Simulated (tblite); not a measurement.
Compound: C5H4O4S3.
Atom-mapped SMILES: `[O:1]=[S:2](=[O:3])([OH:4])[c:5]1[cH:6][o:7][c:8]([SH:9])[cH:10][c:11]1=[S:12]` (hydrogens: H13 on O4; H14 on C6; H15 on S9; H16 on C10)

Structure optimised with GFN2-xTB, isolated species.

Problem. List the bond lengths, angles and torsions at this level.

Solution. 
```
        bond  length (Å)     order
O1=S2, S2=O3       1.423    double
       S2–O4       1.628    single
       S2–C5       1.785    single
       C5–C6       1.337  aromatic
       C6–O7       1.350  aromatic
       O7–C8       1.359  aromatic
       C8–S9       1.748    single
      C8–C10       1.353  aromatic
     C10–C11       1.434  aromatic
     C11=S12       1.639    double
      C5–C11       1.438  aromatic
      O4–H13       0.960    single
      C6–H14       1.078    single
      S9–H15       1.333    single
     C10–H16       1.077    single
```

Bonds in one row agree within 0.01 Å and their mean is given. Orders are formal, as drawn. A selection of angles:
```
      angle  degrees
   O1–S2–O3    120.3
   O1–S2–O4    107.3
   O1–S2–C5    111.4
   O4–S2–C5     96.2
   S2–C5–C6    123.4
  S2–C5–C11    115.0
  C6–C5–C11    121.7
   C5–C6–O7    122.7
   C6–O7–C8    117.7
   O7–C8–S9    112.6
  O7–C8–C10    123.7
  S9–C8–C10    123.7
 C8–C10–C11    119.9
C10–C11–S12    125.1
 C5–C11–C10    114.4
 C5–C11–S12    120.5
  H13–O4–S2    110.1
  H15–S9–C8     94.6
```

Dihedral angles: O1–S2–C5–C6 -111° (anticlinal); H13–O4–S2–O1 -65° (synclinal); H15–S9–C8–O7 0° (synperiplanar).

Of the pairs four or more bonds apart, O4···H14 is among the closest relative to their van der Waals radii: 2.35 Å, 86 % of the sum of Bondi's values. The O–S distances run from 1.423 Å (S2=O3, drawn double) to 1.628 Å (S2–O4, drawn single), a spread of 0.205 Å. The 4 C–C bonds span 1.337 Å (C5–C6, drawn aromatic) to 1.438 Å (C5–C11, drawn aromatic), a spread of 0.101 Å. The 6-membered ring C5–C6–O7–C8–C10–C11 has internal angles of 114.4° to 123.7°; it is planar, 0.00 Å rms from its mean plane, widest ring torsion 0°. The 3 C–S bonds span 1.639 Å (C11=S12, drawn double) to 1.785 Å (S2–C5, drawn single), a spread of 0.146 Å. S2 (sulfonyl sulfur) has angles from 96.2° to 120.3°. O4 (hydroxyl oxygen) is bent (angle 110.1°).

Point group: Cs (every atom within 0.08 Å of its image). GFN2-xTB frequencies show an imaginary mode (54i cm⁻¹), so the point is no minimum at that level. Torsions: O1–S2–O4–H -65°, O1–S2–C5–C6 -111°, O7–C8–S9–H 0°. 2 starts were optimised and ended at 0.00 and 0.28 kcal/mol (GFN2-xTB); the lowest of these is shown.

The run took 1.5 s of wall time on one thread of an Intel Xeon at 2.50 GHz, no GPU, shared host with 64 logical CPUs at a one-minute load of 57. These figures are those of the optimisation.

All values are computed, not measured.
